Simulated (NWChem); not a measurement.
A series in which one site is exchanged, each optimised at PBE0/def2-SVP with NWChem, gas phase unless a solvent is named. All stand in one matching conformer (torsions within 35°), which need not be the lowest. For some, no frequency run checked for a minimum. def2 effective core potentials on Cd, I; no spin-orbit coupling.

A: [NH2][CdH] (CdNH$_{3}$; site = H)
B: [NH2][Cd][I] (CdNH2I; site = I)
C: [NH2][Cd][Cl] (CdNH$_{2}$Cl; site = Cl)
D: [NH2][Cd][Br] (CdNH2Br; site = Br)

```tsv
quantity	A	B	C	D
orbital gap (eV), PBE0/def2-SVP	___	5.60	5.91	5.80
static polarisability, PBE0/def2-SVPD (bohr³)	___	77.9	53.4	62.5
lowest singlet excitation, PBE0/def2-SVPD, TDA (eV)	___	4.49	4.77	4.69
```

### Question
Complete the blanks.

### Answer

- orbital gap (eV), PBE0/def2-SVP, A: 5.98
- static polarisability, PBE0/def2-SVPD (bohr³), A: 42.1
- lowest singlet excitation, PBE0/def2-SVPD, TDA (eV), A: 4.89
